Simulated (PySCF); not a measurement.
**Electronic absorption of C6H6F2OSi**

C₆H₆F₂OSi.
SMILES: `FC1=C(F)C=C(O[SiH3])C=C1`

Level of theory: PySCF 2.14.0, density-fitted response routines, TDDFT wB97X-D/def2-SVPD, vertical, gas phase, core orbitals frozen in the response. Geometry: PBE0-D3(BJ)/def2-SVP, one conformer, isolated molecule. Torsions of this conformer, `[F:1][c:2]1[cH:3][cH:4][c:5]([O:6][SiH3:7])[cH:8][c:9]1[F:10]`: C4–C5–O6–Si7 -176°.

Question: Predict the UV-vis stick spectrum at this level.

Answer: 

| state | E (eV) | λ (nm) | ν̃ (cm⁻¹) | f | main configurations (H = HOMO, L = LUMO) |
| --- | --- | --- | --- | --- | --- |
| S1 | 5.11 | 242.6 | 41220 | 0.041 | H→L (82%), H-1→L+1 (16%) |
| S2 | 6.02 | 205.9 | 48570 | 0.065 | H→L+1 (69%), H-1→L (29%) |
| S3 | 6.50 | 190.9 | 52400 | 0.0008 | H→L+2 (71%), H→L+3 (10%) |
| S4 | 6.74 | 183.9 | 54360 | 0.0018 | H→L+4 (74%), H→L+2 (10%) |
| S5 | 6.90 | 179.7 | 55660 | 0.727 | H-1→L (67%), H→L+1 (28%) |
| S6 | 7.13 | 173.8 | 57530 | 0.412 | H-1→L+1 (78%), H→L (15%) |
| S7 | 7.17 | 173.0 | 57800 | 0.010 | H→L+3 (50%), H→L+5 (19%), H→L+6 (10%) |
| S8 | 7.55 | 164.3 | 60860 | 0.0065 | H-1→L+4 (58%), H→L+5 (11%), H→L+6 (11%) |
| S9 | 7.63 | 162.5 | 61530 | 0.0003 | H→L+6 (41%), H-1→L+2 (16%), H-1→L+3 (15%) |
| S10 | 7.72 | 160.6 | 62280 | 0.013 | H→L+5 (45%), H→L+3 (24%), H→L+6 (13%) |

Triplets, Tamm–Dancoff:

```tsv
state	E (eV)	λ (nm)	main configurations (H = HOMO, L = LUMO)
T1	4.12	301.1	H→L+1 (61%), H-1→L (32%)
T2	4.20	295.3	H→L (97%)
T3	4.79	258.6	H-1→L (64%), H→L+1 (33%)
T4	5.70	217.5	H-1→L+1 (96%)
```

The lowest singlet comes at 243 nm (493 kJ/mol) in the ultraviolet; it is of moderate strength; its leading configuration is HOMO→LUMO (82%). The most intense listed level is S5 at 6.90 eV (180 nm, f = 0.727), 1.79 eV above S1. Löwdin shares by element: HOMO carbon 48% or more, oxygen 15% (atoms not listed hold the other 37%); LUMO carbon 70% or more (atoms not listed hold the other 30%). The oscillator strengths of these states sum to 1.278; summed over the whole spectrum of an exact calculation they would give the number of electrons, 82 (Thomas–Reiche–Kuhn). Of the 10 states listed, 6 reach f = 0.01 and 1 stays under 0.0005. The listed states span 2.61 eV, and the widest gap between neighbours is 0.91 eV (S1 to S2). No computed singlet lies in the visible range (380 to 750 nm); the lowest, at 243 nm, stands 1.85 eV above its violet end (3.26 eV). The vertical ionisation energy (ΔSCF) is 8.70 eV, 0.97 eV above S10. Only the lowest 10 singlets were computed, as vertical energies without vibronic structure.

On one thread of an x86-64 server, shared host, this took 2.9 min of wall time.
